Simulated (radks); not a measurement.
Task: These are the eigenvalues of the occupied orbitals of an atom or ion with whole-number occupations (eV). All-electron calculation, scalar-relativistic Kohn-Sham, LDA (Slater exchange, VWN5 correlation), spin-polarised, spherical densities, finite nucleus; Fermi nuclear charge, rms radius of each element as measured or else 0.836 A^(1/3) + 0.57 fm. Program: a radial shooting solver on a logarithmic mesh with Libxc functionals.

| orbital | eigenvalue |
|---|---|
| 1s down | -67518.87 |
| 1s up | -67518.87 |
| 2s up | -11789.07 |
| 2s down | -11789.04 |
| 2p up | -10366.49 |
| 2p down | -10366.47 |
| 3s up | -2871.486 |
| 3s down | -2870.862 |
| 3p up | -2448.104 |
| 3p down | -2447.480 |
| 3d up | -1952.447 |
| 3d down | -1951.961 |
| 4s up | -759.8627 |
| 4s down | -758.7495 |
| 4p up | -620.3914 |
| 4p down | -619.3112 |
| 4d up | -441.4001 |
| 4d down | -440.3522 |
| 5s up | -271.8972 |
| 5s down | -271.3637 |
| 4f up | -241.1861 |
| 4f down | -240.1620 |

Which element is it, and in what charge state? The configuration may be excited. Open shells, if any, are filled with parallel spins first.

Result: Z = 73, tantalum, charge +12: Ta12+ in [Kr] 4d10 4f13 5s2. The list shows which subshells hold electrons but not how many an open one holds; the 1s level, -2481.3 hartree, gives Z - s = 70.4 by -(Z - s)^2/2, which with screening and relativity narrows Z to a few neighbours, and the depths of the outer levels then fix element, charge and occupations together.
